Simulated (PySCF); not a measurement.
Part of a log for `C#CBOC`: ground state, then the species with a core hole.

Method: delta-SCF UKS SCAN, pcX-2 on the ionised atom, pcseg-1 elsewhere, spin-free X2C (PySCF 2.14.0). Atoms in this output count from 0. The cycles run on a coarse integration grid; for E(ground) and E(ion) the exchange–correlation energy is redone on a finer one, so they differ from the last cycle, and only they enter the binding energy.

Coordinates (Å, PBE0-D3(BJ)/def2-SVP):
```
C      2.077447    -0.747356     0.207619
C      1.200415     0.094055     0.127298
B      0.114069     1.176783     0.028349
O     -1.173692     0.874414    -0.210556
C     -1.630837    -0.447812    -0.387216
H      2.853504    -1.488617     0.280235
H      0.383597     2.346217     0.161969
H     -1.391499    -1.073811     0.486802
H     -1.175776    -0.909363    -1.277672
H     -2.720986    -0.416827    -0.518570
```

```
ground state, core basis on atom 4 (C), 126 functions
  cycle   1  E = -217.33955639  |g| = 9.68e-02
  cycle   2  E = -217.33564805  |g| = 1.63e-01
  cycle   3  E = -217.34064804  |g| = 1.97e-02
  cycle   4  E = -217.34071813  |g| = 5.05e-03
  cycle   5  E = -217.34072433  |g| = 2.87e-03
  cycle   6  E = -217.34072686  |g| = 5.01e-04
  cycle   7  E = -217.34072609  |g| = 5.78e-05
  E(ground) = -217.34932023 Eh
hole in C 1s of atom 4
  cycle   1  E = -206.04032159  |g| = 1.50e+00
  cycle   2  E = -203.72618400  |g| = 2.42e+00
  cycle   3  E = -206.05349934  |g| = 1.04e+00
  cycle   4  E = -206.49151471  |g| = 5.00e-01
  ...
  cycle   9  E = -206.58988976  |g| = 3.40e-03
  cycle  10  E = -206.58990007  |g| = 1.50e-03
  cycle  11  E = -206.58990233  |g| = 4.94e-04
  E(ion) = -206.59810671 Eh   <S^2> = 0.7731   hole on atom = 1.000
```

What is the C 1s binding energy of atom 4?

(-206.598107 − (-217.349320)) Eh × 27.2114 eV/Eh = 292.56 eV, for the methoxy carbon.

```
ground state, core basis on atom 3 (O), 126 functions
  cycle   1  E = -217.36835067  |g| = 1.05e-01
  cycle   2  E = -217.36639705  |g| = 1.17e-01
  cycle   3  E = -217.36824909  |g| = 5.87e-02
  cycle   4  E = -217.36883847  |g| = 1.14e-02
  cycle   5  E = -217.36887261  |g| = 3.21e-03
  cycle   6  E = -217.36887486  |g| = 5.43e-04
  cycle   7  E = -217.36887547  |g| = 7.46e-05
  E(ground) = -217.37587031 Eh
hole in O 1s of atom 3
  cycle   1  E = -196.73718002  |g| = 2.23e+00
  cycle   2  E = -195.76079046  |g| = 2.41e+00
  cycle   3  E = -197.24080632  |g| = 7.62e-01
  cycle   4  E = -197.22191534  |g| = 7.25e-01
  ...
  cycle   9  E = -197.56495283  |g| = 1.20e-03
  cycle  10  E = -197.56495365  |g| = 5.59e-04
  cycle  11  E = -197.56495435  |g| = 2.57e-04
  E(ion) = -197.57230767 Eh   <S^2> = 0.7621   hole on atom = 1.000
```

What is the O 1s binding energy of atom 3?

(-197.572308 − (-217.375870)) Eh × 27.2114 eV/Eh = 538.88 eV, for the boron-bound oxygen.

```
ground state, core basis on atom 1 (C), 126 functions
  cycle   1  E = -217.34257639  |g| = 6.63e-02
  cycle   2  E = -217.34002531  |g| = 1.04e-01
  cycle   3  E = -217.34230267  |g| = 4.69e-02
  cycle   4  E = -217.34290950  |g| = 5.10e-03
  cycle   5  E = -217.34291707  |g| = 1.09e-03
  cycle   6  E = -217.34291683  |g| = 3.59e-04
  E(ground) = -217.35280126 Eh
hole in C 1s of atom 1
  cycle   1  E = -206.10336960  |g| = 1.50e+00
  cycle   2  E = -205.02395695  |g| = 2.01e+00
  cycle   3  E = -206.34670001  |g| = 8.48e-01
  cycle   4  E = -206.61265567  |g| = 3.23e-01
  ...
  cycle  10  E = -206.66808410  |g| = 3.91e-03
  cycle  11  E = -206.66810348  |g| = 1.58e-03
  cycle  12  E = -206.66810706  |g| = 4.45e-04
  E(ion) = -206.67567936 Eh   <S^2> = 0.8625   hole on atom = 1.000
```

What is the C 1s binding energy of atom 1?

(-206.675679 − (-217.352801)) Eh × 27.2114 eV/Eh = 290.54 eV, for the alkyne carbon.

The ground state is recomputed for each atom, because the flexible core basis sits on the ionised atom alone; energies of different blocks can't be mixed. Spin contamination (⟨S²⟩ against 0.75 for a pure doublet) is marked for atom 1 (0.86), which makes this value less certain. The structure is a single PBE0-D3(BJ)/def2-SVP conformer in the gas phase; no vibrational or solvent corrections.

The values belong to the conformer `[CH:1]#[C:2][BH:3][O:4][CH3:5]`: C2–B3–O4–C5 0°.
Labels such as C1 count atoms from 1, the log's own numbers from 0.
